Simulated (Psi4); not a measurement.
Level of theory: SAPT0/jun-cc-pVDZ, frozen core in Psi4.

Psi4 input:

```
molecule {
0 1
Si 0.00000040 -0.00000155 0.00000158
H 0.53624997 1.12483009 -0.79913466
H -0.68518739 -0.95905048 -0.89564002
H 1.11218312 -0.68421965 0.69737209
H -0.96324609 0.51844159 0.99740100
--
0 1
F 1.78304507 0.38914318 -4.76167433
Si 2.40887284 -0.80049618 -3.95561281
F 1.43148177 -1.22593908 -2.80683638
F 3.77663072 -0.35006390 -3.33676116
F 2.64402549 -2.01563550 -4.91705193
units angstrom
symmetry c1
no_reorient
no_com
}
set basis jun-cc-pvdz
set scf_type df
set freeze_core true
energy('sapt0')
```

Part of the output:

```
    SAPT Results
  --------------------------------------------------------------------------------------------------------
    Electrostatics                 -1.02770845 [mEh]      -0.64489679 [kcal/mol]      -2.69824816 [kJ/mol]
      Elst10,r                     -1.02770845 [mEh]      -0.64489679 [kcal/mol]      -2.69824816 [kJ/mol]

    Exchange                        1.88547980 [mEh]       1.18315644 [kcal/mol]       4.95032652 [kJ/mol]
      Exch10                        1.88547980 [mEh]       1.18315644 [kcal/mol]       4.95032652 [kJ/mol]
      Exch10(S^2)                   1.88368211 [mEh]       1.18202837 [kcal/mol]       4.94560670 [kJ/mol]

    Induction                      -0.17125275 [mEh]      -0.10746272 [kcal/mol]      -0.44962402 [kJ/mol]
      Ind20,r                      -0.64875073 [mEh]      -0.40709723 [kcal/mol]      -1.70329481 [kJ/mol]
      Exch-Ind20,r                  0.59385517 [mEh]       0.37264974 [kcal/mol]       1.55916653 [kJ/mol]
      delta HF,r (2)               -0.11635718 [mEh]      -0.07301524 [kcal/mol]      -0.30549574 [kJ/mol]

    Dispersion                     -0.99549961 [mEh]      -0.62468543 [kcal/mol]      -2.61368386 [kJ/mol]
      Disp20                       -1.09985941 [mEh]      -0.69017220 [kcal/mol]      -2.88768049 [kJ/mol]
      Exch-Disp20                   0.10435981 [mEh]       0.06548677 [kcal/mol]       0.27399663 [kJ/mol]
      Disp20 (SS)                  -0.54992971 [mEh]      -0.34508610 [kcal/mol]      -1.44384025 [kJ/mol]
      Disp20 (OS)                  -0.54992971 [mEh]      -0.34508610 [kcal/mol]      -1.44384025 [kJ/mol]
      Exch-Disp20 (SS)              0.05595272 [mEh]       0.03511086 [kcal/mol]       0.14690383 [kJ/mol]
      Exch-Disp20 (OS)              0.04840709 [mEh]       0.03037591 [kcal/mol]       0.12709280 [kJ/mol]

  Total HF                          0.68651860 [mEh]       0.43079693 [kcal/mol]       1.80245434 [kJ/mol]
  Total SAPT0                      -0.30898101 [mEh]      -0.19388851 [kcal/mol]      -0.81122952 [kJ/mol]
```
